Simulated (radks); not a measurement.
Values are calculated unless marked as measured or tabulated.
Initial-state core-level shifts of neutral terbium when its valence configuration changes from [Xe] 4f9 6s2. Level of theory: scalar-relativistic Kohn-Sham, PBE, spin-polarised, spherical densities, point nucleus; open shells are filled with parallel spins first (spin-orbit coupling, left out, can overturn this in heavy ions) (a radial shooting solver on a logarithmic mesh with Libxc functionals). Shifts are changes of the shell-averaged eigenvalues in eV (positive: less bound).

| valence | 2p | 4p | 4d | 5p |
|---|---|---|---|---|
| 4f9 6p2 | -2.390 | -2.380 | -2.388 | -2.451 |
| 4f9 5d0.5 6s1.5 | +0.557 | +0.552 | +0.563 | +0.613 |
| 4f8 6s1 6p2 | -10.745 | -11.071 | -10.851 | -6.901 |
| 4f8 6s2 6p1 | -9.791 | -10.116 | -9.897 | -6.005 |
| 4f8 5d1 6s1 6p1 | -7.574 | -7.933 | -7.693 | -3.889 |
| 4f9 6s1 6p1 | -1.126 | -1.122 | -1.125 | -1.144 |
| 4f8.5 6s2 6p0.5 | -4.613 | -4.784 | -4.690 | -2.952 |
